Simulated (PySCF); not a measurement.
C$_{4}$H$_{12}$O$_{4}$Ti (SMILES C[O][Ti]([O]C)([O]C)[O]C), singlet, geometry from GFN2-xTB (such geometries of metal compounds can be far from the true shape); PySCF with B3LYP/STO-3G.

Here is a job for PySCF.
```python
from pyscf import gto, scf, dft

mol = gto.Mole()
mol.atom = '''
    Ti    0.19602624   -0.03307698    0.08517431
    O    -1.51939867    0.14731289    0.35357079
    C    -1.98994423    0.64490125    1.57025692
    H    -1.59867019    1.66230384    1.74866106
    H    -3.08982221    0.68845792    1.54398018
    H    -1.68060457   -0.00915351    2.40409188
    O     0.33180974   -0.84766475   -1.42954178
    C    -0.42435284   -0.66480244   -2.58306497
    H     0.01990371    0.11992038   -3.21776086
    H    -0.44832220   -1.60085573   -3.16140320
    H    -1.46054878   -0.38028409   -2.32597764
    O     0.88996103   -0.95604241    1.37931825
    C     0.88730172   -2.34777466    1.38082381
    H     1.41376826   -2.74208824    0.49486502
    H     1.39712590   -2.71598517    2.28409083
    H    -0.14871883   -2.73233309    1.38303900
    O     0.89298050    1.55622209    0.11421783
    C     0.65260328    2.51505484   -0.86437782
    H    -0.40364078    2.48363879   -1.19361958
    H     0.86303675    3.51669816   -0.45871038
    H     1.30744687    2.35447787   -1.73743967
'''
mol.basis = 'sto-3g'
mol.verbose = 4
mol.build()

mf = dft.RKS(mol)
mf.xc = 'b3lyp'
mf.kernel()
mf.analyze()
```

**Question.** Predict the main parts of the log of this PySCF run.

**Answer.** 
```
PySCF version 2.14.0

[INPUT] verbose = 4
[INPUT] num. atoms = 21
[INPUT] num. electrons = 90
[INPUT] charge = 0
[INPUT] spin (= nelec alpha-beta = 2S) = 0
[INPUT] symmetry False subgroup None
[INPUT] Mole.unit = angstrom
[INPUT] Symbol           X                Y                Z      unit          X                Y                Z       unit  Magmom
[INPUT]  1 Ti     0.196026240000  -0.033076980000   0.085174310000 AA    0.370435906828  -0.062506433228   0.160956118749 Bohr   0.0
[INPUT]  2 O     -1.519398670000   0.147312890000   0.353570790000 AA   -2.871247360328   0.278381016718   0.668151958746 Bohr   0.0
[INPUT]  3 C     -1.989944230000   0.644901250000   1.570256920000 AA   -3.760449597859   1.218686739890   2.967355524003 Bohr   0.0
[INPUT]  4 H     -1.598670190000   1.662303840000   1.748661060000 AA   -3.021048822606   3.141298993413   3.304490488092 Bohr   0.0
[INPUT]  5 H     -3.089822210000   0.688457920000   1.543980180000 AA   -5.838917750498   1.300996917088   2.917699681957 Bohr   0.0
[INPUT]  6 H     -1.680604570000  -0.009153510000   2.404091880000 AA   -3.175882360992  -0.017297626978   4.543075231491 Bohr   0.0
[INPUT]  7 O      0.331809740000  -0.847664750000  -1.429541780000 AA    0.627029534063  -1.601854222948  -2.701442447823 Bohr   0.0
[INPUT]  8 C     -0.424352840000  -0.664802440000  -2.583064970000 AA   -0.801910647781  -1.256294538543  -4.881285355258 Bohr   0.0
[INPUT]  9 H      0.019903710000   0.119920380000  -3.217760860000 AA    0.037612560763   0.226616674954  -6.080686759745 Bohr   0.0
[INPUT] 10 H     -0.448322200000  -1.600855730000  -3.161403200000 AA   -0.847206173562  -3.025178894641  -5.974186217324 Bohr   0.0
[INPUT] 11 H     -1.460548780000  -0.380284090000  -2.325977640000 AA   -2.760037185768  -0.718632779629  -4.395460711462 Bohr   0.0
[INPUT] 12 O      0.889961030000  -0.956042410000   1.379318250000 AA    1.681782608236  -1.806658318369   2.606533731114 Bohr   0.0
[INPUT] 13 C      0.887301720000  -2.347774660000   1.380823810000 AA    1.676757240656  -4.436651109594   2.609378827178 Bohr   0.0
[INPUT] 14 H      1.413768260000  -2.742088240000   0.494865020000 AA    2.671634815003  -5.181795782991   0.935159356427 Bohr   0.0
[INPUT] 15 H      1.397125900000  -2.715985170000   2.284090830000 AA    2.640185312536  -5.132468129680   4.316306112330 Bohr   0.0
[INPUT] 16 H     -0.148718830000  -2.732333090000   1.383039000000 AA   -0.281037858266  -5.163361221187   2.613564929592 Bohr   0.0
[INPUT] 17 O      0.892980500000   1.556222090000   0.114217830000 AA    1.687488579577   2.940833539098   0.215840417242 Bohr   0.0
[INPUT] 18 C      0.652603280000   2.515054840000  -0.864377820000 AA    1.233241467193   4.752764835862  -1.633437347949 Bohr   0.0
[INPUT] 19 H     -0.403640780000   2.483638790000  -1.193619580000 AA   -0.762770526906   4.693397105446  -2.255614103118 Bohr   0.0
[INPUT] 20 H      0.863036750000   3.516698160000  -0.458710380000 AA    1.630903092935   6.645596385162  -0.866836988695 Bohr   0.0
[INPUT] 21 H      1.307446870000   2.354477870000  -1.737439670000 AA    2.470716506720   4.449318340649  -3.283285134255 Bohr   0.0

nuclear repulsion = 746.640183870367
number of shells = 44
number of NR pGTOs = 210
number of NR cGTOs = 70
basis = sto-3g
ecp = {}

******** <class 'pyscf.dft.rks.RKS'> ********
method = RKS
initial guess = minao
damping factor = 0
level_shift factor = 0
DIIS = <class 'pyscf.scf.diis.CDIIS'>
diis_start_cycle = 1
diis_space = 8
diis_damp = 0
SCF conv_tol = 1e-09
SCF conv_tol_grad = None
SCF max_cycles = 50
direct_scf = True
direct_scf_tol = 1e-13
XC library pyscf.dft.libxc version 7.1.2
    S. Lehtola, C. Steigemann, M. J. T. Oliveira, and M. A. L. Marques,  SoftwareX 7, 1–5 (2018)
XC functionals = b3lyp
    P. J. Stephens, F. J. Devlin, C. F. Chabalowski, and M. J. Frisch,  J. Phys. Chem. 98, 11623 (1994)
radial grids:
    Treutler-Ahlrichs [JCP 102, 346 (1995); DOI:10.1063/1.469408] (M4) radial grids

becke partition: Becke, JCP 88, 2547 (1988); DOI:10.1063/1.454033
pruning grids: <function nwchem_prune>
grids dens level: 3
symmetrized grids: False
atomic radii adjust function: <function treutler_atomic_radii_adjust>
small_rho_cutoff = 0
Set gradient conv threshold to 3.16228e-05
Initial guess from minao.
tot grids = 251400
init E= -1295.53607157025
  HOMO = -0.452712817929338  LUMO = -0.139548935393131  gap/eV = 8.52162
cycle= 1 E= -1295.10623418439  delta_E= 0.43  |g|= 1.07  |ddm|= 5.81
  HOMO = 0.0444233344042213  LUMO = 0.228263347803622  gap/eV = 5.00254
cycle= 2 E= -1294.51557342451  delta_E= 0.591  |g|= 1.97  |ddm|=  3.4
  HOMO = -0.0966096961560594  LUMO = 0.25473015041658  gap/eV = 9.56044
cycle= 3 E= -1295.4709258138  delta_E= -0.955  |g|= 0.208  |ddm|=  2.1
  HOMO = -0.142007832123871  LUMO = 0.181809170207508  gap/eV = 8.81151
cycle= 4 E= -1295.48740287133  delta_E= -0.0165  |g|= 0.0553  |ddm|= 0.388
  HOMO = -0.145247671358856  LUMO = 0.183908574013829  gap/eV = 8.95680
cycle= 5 E= -1295.48832743371  delta_E= -0.000925  |g|= 0.0119  |ddm|= 0.0721
  HOMO = -0.14433684541656  LUMO = 0.186382956909454  gap/eV = 8.99934
cycle= 6 E= -1295.48836971703  delta_E= -4.23e-05  |g|= 0.00313  |ddm|= 0.0174
  HOMO = -0.144138658002722  LUMO = 0.186386250248671  gap/eV = 8.99404
cycle= 7 E= -1295.4883724982  delta_E= -2.78e-06  |g|= 0.000692  |ddm|= 0.00444
  HOMO = -0.144157368738787  LUMO = 0.186330512110097  gap/eV = 8.99303
cycle= 8 E= -1295.48837264143  delta_E= -1.43e-07  |g|= 5.11e-05  |ddm|= 0.000855
  HOMO = -0.144153838538287  LUMO = 0.186329177923917  gap/eV = 8.99290
cycle= 9 E= -1295.48837264205  delta_E= -6.16e-10  |g|= 2.22e-05  |ddm|= 7.5e-05
  HOMO = -0.144153016779999  LUMO = 0.186329574320972  gap/eV = 8.99289
Extra cycle  E= -1295.48837264187  delta_E= 1.76e-10  |g|= 3.28e-05  |ddm|= 6.59e-05
converged SCF energy = -1295.48837264187
**** SCF Summaries ****
Total Energy =                       -1295.488372641869773
Nuclear Repulsion Energy =             746.640183870366968
One-electron Energy =                -3260.869127131884397
Two-electron Energy =                 1218.740570619647769
Two-electron Coulomb Energy =         1321.358225021691396
DFT Exchange-Correlation Energy =     -102.617654402043570
HOMO-LUMO gap [eV] =                     8.992889359338342
**** MO energy ****
MO #1   energy= -177.142831241865  occ= 2
MO #2   energy= -19.7014327177952  occ= 2
MO #3   energy= -18.8819755381808  occ= 2
MO #4   energy= -18.8712372961246  occ= 2
MO #5   energy= -18.8707809541429  occ= 2
MO #6   energy= -18.8645633807871  occ= 2
MO #7   energy= -16.7095005587967  occ= 2
MO #8   energy= -16.7089632662245  occ= 2
MO #9   energy= -16.7083267633101  occ= 2
MO #10  energy= -10.0673927761818  occ= 2
MO #11  energy= -10.0619520754922  occ= 2
MO #12  energy= -10.0592143942166  occ= 2
MO #13  energy= -10.0566795095784  occ= 2
MO #14  energy= -2.43775552633526  occ= 2
MO #15  energy= -1.57184817833439  occ= 2
MO #16  energy= -1.56843024583001  occ= 2
MO #17  energy= -1.56520881030973  occ= 2
MO #18  energy= -0.929928112762853 occ= 2
MO #19  energy= -0.919288718515341 occ= 2
MO #20  energy= -0.915196875024835 occ= 2
MO #21  energy= -0.912259823074607 occ= 2
MO #22  energy= -0.627813493895476 occ= 2
MO #23  energy= -0.620721096056527 occ= 2
MO #24  energy= -0.619077891387738 occ= 2
MO #25  energy= -0.617363255109836 occ= 2
MO #26  energy= -0.41743838807164  occ= 2
MO #27  energy= -0.413482612864247 occ= 2
MO #28  energy= -0.410615007835577 occ= 2
MO #29  energy= -0.408208035346168 occ= 2
MO #30  energy= -0.406567403385749 occ= 2
MO #31  energy= -0.40332008338867  occ= 2
MO #32  energy= -0.400429296991285 occ= 2
MO #33  energy= -0.395667103008363 occ= 2
MO #34  energy= -0.372767319009001 occ= 2
MO #35  energy= -0.363137945733024 occ= 2
MO #36  energy= -0.356024234307005 occ= 2
MO #37  energy= -0.350645158157116 occ= 2
MO #38  energy= -0.207459089021472 occ= 2
MO #39  energy= -0.204033774291323 occ= 2
MO #40  energy= -0.201418914147976 occ= 2
MO #41  energy= -0.18925268948677  occ= 2
MO #42  energy= -0.181097331652313 occ= 2
MO #43  energy= -0.16509989735969  occ= 2
MO #44  energy= -0.162659743601917 occ= 2
MO #45  energy= -0.144153016779999 occ= 2
MO #46  energy= 0.186329574320972  occ= 0
MO #47  energy= 0.211800028041807  occ= 0
MO #48  energy= 0.227393275906189  occ= 0
MO #49  energy= 0.238181129155451  occ= 0
MO #50  energy= 0.243344617708375  occ= 0
MO #51  energy= 0.273845747497922  occ= 0
MO #52  energy= 0.37380988094321   occ= 0
MO #53  energy= 0.378818511627804  occ= 0
 ** Mulliken pop on meta-lowdin orthogonal AOs  **
 ** Mulliken pop  **
 ** Mulliken atomic charges  **
charge of    0Ti =      0.83802
charge of    1O =     -0.30775
charge of    2C =     -0.03651
charge of    3H =      0.04134
charge of    4H =      0.03788
charge of    5H =      0.04270
charge of    6O =     -0.29467
charge of    7C =     -0.03322
charge of    8H =      0.04171
charge of    9H =      0.04207
charge of   10H =      0.04665
charge of   11O =     -0.29381
charge of   12C =     -0.03572
charge of   13H =      0.04390
charge of   14H =      0.03975
charge of   15H =      0.04096
charge of   16O =     -0.29740
charge of   17C =     -0.03505
charge of   18H =      0.03859
charge of   19H =      0.03993
charge of   20H =      0.04062
Dipole moment(X, Y, Z, Debye): -0.82143,  0.03215, -0.94482
```
